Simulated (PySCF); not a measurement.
C₆H₁₈NSi, charge +1, singlet, at a GFN2-xTB geometry. Base run: PySCF with HF/STO-3G.

The PySCF input:
```python
from pyscf import gto, scf

mol = gto.M(
    atom='''
C    -2.44158447   -0.47259998   -0.84144908
C    -1.38377505    0.42128854   -0.20783463
C    -1.73863077    0.73716648    1.23735969
N    -0.03310401   -0.22980527   -0.36168150
Si    0.45371572   -1.41503465    1.02917220
C     1.01927492    0.72867460   -0.84438929
C     2.24028155   -0.02599562   -1.35083361
C     1.41401906    1.74508257    0.21320984
H    -2.51594642   -1.42669558   -0.32556153
H    -2.22926365   -0.65454190   -1.89371515
H    -3.41231782    0.01209833   -0.78351925
H    -1.34826911    1.36166465   -0.76867485
H    -0.96095528    1.30642068    1.73599187
H    -1.94130553   -0.16588165    1.80803622
H    -2.64395264    1.33976029    1.24706630
H    -0.15384152   -0.86414291   -1.15599135
H     0.78441183   -0.58117691    2.16992428
H     1.55508762   -2.16694785    0.44665064
H    -0.74176644   -2.23455858    1.16638405
H     0.57543820    1.26319539   -1.69410042
H     2.83759342   -0.41669568   -0.53146549
H     2.86826675    0.65667093   -1.91753761
H     1.96260827   -0.84267222   -2.01428777
H     2.15213112    2.41998132   -0.21254861
H     0.56953383    2.34730385    0.53387949
H     1.86474402    1.26364066    1.07645148
''',
    basis='sto-3g',
    charge=1,
    verbose=5,
)

mf = scf.RHF(mol)
mf.kernel()
```

Each row names what was changed in the base input (with any setting that the change needs).

| change | E (Eh) | HOMO (eV) | HOMO-LUMO gap (eV) | core-seconds (rough) | outcome |
|---|---|---|---|---|---|
| base | -574.19029 | -16.44 | 21.47 | 2 | converged |
| functional = scan | -576.60075 | -11.97 | 10.99 | 10 | converged |
| functional = tpss | … | … | … | 20 | converged |
| functional = bhandhlyp | -576.53983 | -14.42 | 15.79 | 10 | converged |
| functional = wb97m_v | - | - | - | - | cut at the time limit |
| functional = b3lyp; dispersion = d4 | … | -12.85 | 12.43 | 10 | converged |
| functional = bp86 | -576.69223 | -11.71 | 10.16 | 10 | converged |
| functional = pbe0 | -576.26280 | -13.06 | 12.94 | 10 | converged |
| functional = b3lyp | -576.70175 | -12.85 | 12.43 | 10 | converged |
| functional = tpssh | … | … | … | 20 | converged |
| functional = revpbe | -576.55024 | -11.64 | 10.22 | 10 | converged |
| functional = blyp; dispersion = d3bj | -576.47518 | -11.53 | 10.21 | 10 | converged |
| functional = mn15 | -574.15024 | -13.78 | 14.20 | 10 | converged |

Problem. What belongs in the gaps?

Solution. 
- functional = tpss, E (Eh): -576.81675
- functional = tpss, HOMO (eV): -11.89
- functional = tpss, HOMO-LUMO gap (eV): 10.64
- functional = b3lyp; dispersion = d4, E (Eh): -576.74044
- functional = tpssh, E (Eh): -576.80493
- functional = tpssh, HOMO (eV): -12.44
- functional = tpssh, HOMO-LUMO gap (eV): 11.70

Totals shift with the method and basis; they matter in differences.
